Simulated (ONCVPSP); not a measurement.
# cadmium (Cd): ONCV pseudisation with LDA (Perdew-Wang 92), scalar-relativistic reference atom.

```json
{
  "Element": "Cd",
  "Generator": "ONCVPSP 4.0.1",
  "Type": "optimised norm-conserving Vanderbilt (ONCV)",
  "Functional": "LDA (Perdew-Wang 92)",
  "Relativity": "scalar-relativistic",
  "Frozen core": "[Kr]",
  "Valence charge": "12",
  "Reference configuration": "4d10 5s1 5p1",
  "Partial waves": "5s: rc 2.05 bohr, ncon 3, nbas 7, qcut 3.1 1/bohr, 2 projectors, debl 4 Ha; 5p: rc 1.96 bohr, ncon 4, nbas 7, qcut 4.5 1/bohr, 1 projector; 4d: rc 1.05 bohr, ncon 5, nbas 8, qcut 9.6 1/bohr, 2 projectors, debl 1.6 Ha",
  "Local potential": "polynomial inside 0.85 bohr (lpopt 5, dvloc0 0 Ha)",
  "Core correction": "Teter function, fcfact 2, rcfact 1.65"
}
```

- Cutoffs needed: 42 Ha and 98 Ha (the cutoffs (Ha) at which the residual kinetic energy of the hardest occupied pseudo-wave falls to 1 and 0.1 mHa per electron)
- Ghost test: ghosts flagged at negative energy: s at -249.6 eV, p at -160.0 eV; GHOST(+) flagged for s at 110.1 eV; a true bound ghost makes a file unfit for plane-wave use
- Largest excitation error: -106 meV (all-electron minus pseudo) for 4d9 5s2 5p0, out of 4 test configurations
- rms error of d²Exc/dni dnj: 4.15 mHa without and 1.24 mHa with the model core
